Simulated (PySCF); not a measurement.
Two structures of AlNH$_{3}$ClO, closed shell, reached by relaxing down either side of one saddle point (PBE0-D4/def2-TZVP). Energies are electronic, without zero-point energy. Program: PySCF 2.14 with density fitting (its default auxiliary sets; JK sets also for MP2 and CCSD(T)). Basis: def2-TZVPP and def2-QZVPP. Cores are frozen in the correlated methods. Extrapolation: Hartree–Fock as exp(−7.88 √X), correlation as X^−2.97. First:

Al1  (-0.561, 0.090, 0.210)
N2  (1.136, -0.146, 0.593)
O3  (-1.161, 0.322, -1.348)
H4  (-0.631, 0.330, -2.142)
Cl5  (-1.943, 0.087, 1.773)
H6  (1.892, -0.166, -0.070)
H7  (1.480, -0.289, 1.528)
(Å)

Second:

```xyz
7
angstrom
Al -0.9701 0.5223 0.3335
N 0.7118 -0.3626 -0.3175
O -2.0922 0.3098 -0.7933
H 0.4066 -0.7229 -1.2200
Cl -0.3687 1.2871 2.1984
H 1.5002 0.2618 -0.4620
H 1.0409 -1.1371 0.2519
```

(1) Which bonds change from the first to the second?

(2) Give the saddle point's structure and its height above each. (To be estimated.)

No T1 diagnostic of these runs exceeds 0.021.

Results:

(1) AlNH₃ClO ([NH2][Al]([OH])[Cl]) → AlClO + NH₃ (still joined by a long Al–N bond); bonds formed: N2–H4; bonds broken: O3–H4; bonds weakened to dative contacts: Al1–N2.

(2) Computed: 2.372 eV above the first and 0.375 eV above the second (CCSD(T) at an estimated basis limit (MP2 extrapolated from triple and quadruple zeta, plus CCSD(T) − MP2 in triple zeta)).
```
atom    x (Å)    y (Å)    z (Å)
 Al1  -0.8774   0.4437   0.3515
  N2   0.8047  -0.3314  -0.1793
  O3  -1.4649  -0.1333  -1.0640
  H4  -0.0565  -0.5057  -0.9859
 Cl5  -1.1531   1.4698   2.1357
  H6   1.5802   0.2333  -0.5017
  H7   1.1671  -1.1763   0.2436
```

Labels in which every atom is bracketed show which atoms are joined, not bond orders.

For scale, one of the runs: CCSD(T)/def2-TZVPP, 188 basis functions, launched by `OMP_NUM_THREADS=4 python run.py`. The run took 2.6 min on 4 CPU threads of an INTEL XEON PLATINUM 8581C (shared host), with 2.1 GiB of host memory at its peak.
